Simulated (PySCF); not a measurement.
# Radial density of Tl (thallium, neutral)

r2SCAN, [Xe] 4f14 5d10 6s2 6p1, 2P determinant. Calculation: PySCF 2.14, in aug-cc-pwCVTZ-DK3 (11s10p8d5f1g, 125 functions); the spin-free X2C one-electron Hamiltonian (Gaussian nucleus).

```csv
r (bohr),4πr²ρ (e/bohr),4πr²(ρα − ρβ)
0.0161,103.9,0.0020
0.0271,107.7,0.0044
0.0456,151.4,0.0025
0.0766,124.3,-0.0024
0.129,140.7,0.0059
0.217,89.50,-0.0006
0.365,95.00,0.0078
0.614,38.08,0.0170
1.03,20.44,-0.0094
1.74,6.304,0.0835
2.92,1.373,0.3284
4.91,0.1989,0.1477
8.26,0.01120,0.0110
13.9,3.247e-05,0.0000
```

Densities and radii are taken from the X2C orbitals without a picture-change correction, which distorts them close to the nucleus.

Spin-orbit coupling, absent here, splits the open shell strongly.

(1) Where is the radial spin density 4πr²(ρα − ρβ) most negative, and why is it negative at all?

## Answers

(1) Around r = 1.03 bohr, down to -0.0094 e/bohr: exchange with the open shell polarises the paired shells in an unrestricted calculation.
